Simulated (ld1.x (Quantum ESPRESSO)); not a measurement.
## Pseudopotential generation for thallium (Tl): TM, PBE, scalar-relativistic.

```json
{
  "Element": "Tl",
  "Generator": "ld1.x (Quantum ESPRESSO) 7.5",
  "Type": "norm-conserving Troullier–Martins (Kleinman–Bylander form)",
  "Functional": "PBE",
  "Relativity": "scalar-relativistic",
  "Frozen core": "[Xe] 4f14 5d10",
  "Valence charge": "3",
  "Reference configuration": "6s2 6p1",
  "Partial waves": "6s (bound): rc 1.95 bohr; 6p (bound): rc 2.45 bohr; 6d channel at -0.2 Ry: rc 2.30 bohr",
  "Local potential": "all-electron potential smoothed inside 1.80 bohr (lloc = -1)",
  "Core correction": "a·sin(br)/r model core, default radius (core density twice the valence density)"
}
```

(1) Estimate the cutoffs (Ry, on a coarse ladder) from which the occupation-weighted sum of valence levels, in a spherical-Bessel basis at the reference potential, stays within 10 and 1 mRy of its value at 400 Ry.

(2) Does the potential have ghost states?

(3) Which valence shell sets the plane-wave cutoff?

(4) Tests: 6s2 6p0; 6s1 6p0; 6s2 6p0.5; 6s1 6p1; 6s2 6p1.3; 6s1 6p2; 6s0 6p3. Which has the largest error in its energy relative to the reference configuration, and how large is it?

Answers

(1) 18 Ry and 30 Ry.

(2) Ghost states, extra bound levels that the all-electron valence spectrum of the same l lacks: s at -52.9 eV, d at -24.2 eV. A true bound ghost makes a file unfit for plane-wave use. The logarithmic derivative shows an extra or strongly shifted pseudo pole above the reference energy (p near 0.42 Ry, d near 0.63 Ry).

(3) 6s: its level needs 30 Ry to come within 1 mRy, against 10 Ry for 6p.

(4) 6s1 6p0, with -398 meV (all-electron minus pseudo) on +25.95 eV.
